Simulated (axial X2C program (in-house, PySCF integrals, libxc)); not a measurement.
**Outer orbitals of AlNi at 2.353 Å, HF**

Calculated with an axial X2C code built on PySCF integrals. Spin-free means the one-electron spin-free X2C Hamiltonian; two-component (2c) means X2C with spin–orbit coupling and atomic mean-field two-electron Coulomb and Gaunt terms, so the difference of the two also holds small scalar two-electron terms. Basis: Ni dyall-cv3z [9s9p6d3f2g], Al dyall-v3z [8s8p2d1f] (cores contracted in-house); Gaussian nuclei, density fitting, unrestricted open shells. Masses: Ni 57.935 u, Al 26.982 u.

The distance is close to the 2c PBE0 minimum; the highest filled and lowest empty levels are listed.

Spin-free orbitals, state M_S = 1/2, Λ = 2 (beyond evenly filled blocks: δ+α, δ+β, δ-α) (Löwdin shares):

```csv
symmetry,occupied,ε (eV),atomic character
δ-α,yes,-14.47,100% Ni d
δ+α,yes,-14.47,100% Ni d
σα,yes,-13.10,"85% Ni d, 11% Al s"
π-α,yes,-12.95,99% Ni d
π+α,yes,-12.95,99% Ni d
δ+β,yes,-12.81,100% Ni d
σβ,yes,-12.56,"49% Al s, 29% Ni d, 10% Ni p"
π+β,yes,-11.81,98% Ni d
σα,yes,-10.66,"57% Al s, 19% Ni s, 15% Ni d"
π-β,yes,-10.57,96% Ni d
σβ,yes,-10.11,"68% Ni d, 19% Al s, 8% Ni s"
σβ,yes,-6.45,"70% Al p, 19% Ni s, 7% Al s"
σα,yes,-5.73,"41% Ni s, 39% Al p, 10% Ni p"
π-α,no,0.26,"56% Al p, 43% Ni p"
π+α,no,0.26,"56% Al p, 43% Ni p"
π+β,no,0.32,"63% Al p, 35% Ni p, 2% Ni d"
π-β,no,0.36,"63% Al p, 35% Ni p, 3% Ni d"
```

Spinors with spin–orbit coupling (state Ω = 5/2):

| ω | occupied | ε (eV) | atomic character | λ mixture |
| --- | --- | --- | --- | --- |
| -3/2 | yes | -14.58 | 100% Ni d | 100% δ |
| 5/2 | yes | -14.35 | 100% Ni d | 100% δ |
| 1/2 | yes | -13.11 | 85% Ni d, 10% Al s | 99% σ, 1% π |
| -1/2 | yes | -13.03 | 98% Ni d | 97% π, 3% σ |
| 3/2 | yes | -13.03 | 99% Ni d | 55% δ, 45% π |
| 3/2 | yes | -12.79 | 99% Ni d | 55% π, 45% δ |
| -1/2 | yes | -12.55 | 48% Al s, 30% Ni d, 10% Ni p | 97% σ, 3% π |
| 1/2 | yes | -11.86 | 97% Ni d | 98% π, 2% σ |
| 1/2 | yes | -10.66 | 57% Al s, 19% Ni s, 15% Ni d | 100% σ |
| -3/2 | yes | -10.50 | 96% Ni d | 100% π |
| -1/2 | yes | -10.11 | 69% Ni d, 19% Al s, 8% Ni s | 100% σ |
| -1/2 | yes | -6.45 | 70% Al p, 19% Ni s, 7% Al s | 100% σ |
| 1/2 | yes | -5.73 | 41% Ni s, 39% Al p, 10% Ni p | 100% σ |
| -1/2 | no | 0.26 | 56% Al p, 43% Ni p | 100% π |
| 3/2 | no | 0.27 | 56% Al p, 43% Ni p | 100% π |
| 1/2 | no | 0.31 | 63% Al p, 35% Ni p, 2% Ni d | 100% π |
| -3/2 | no | 0.36 | 62% Al p, 35% Ni p, 3% Ni d | 100% π |

Mulliken charges and populations of the two-component result (they depend on the basis, above all on diffuse functions):

Ni -0.08 e (s 7.11 p 12.10 d 8.87), Al 0.08 e (s 5.85 p 7.01 d 0.05 f 0.01). ⟨Lz⟩ = 2.00 ħ and ⟨Sz⟩ = 0.50 ħ (0.72 and -0.22 on the two atoms), which add up to Ω.

The state is one determinant whose occupation by symmetry is held fixed; it was picked as the lowest of a PBE0 search that is not exhaustive. PBE0 can misorder states that lie within some tenths of an eV, so this need not be the ground state of the molecule. The nearest other spin-free determinant of the search, M_S = 1/2, Λ = 1, lies 0.23 eV up at the distance of the search. The determinant is spin-polarised beyond a pure state at some levels (its spin-free form has ⟨S²⟩ too high), which makes Re and μ there less reliable.
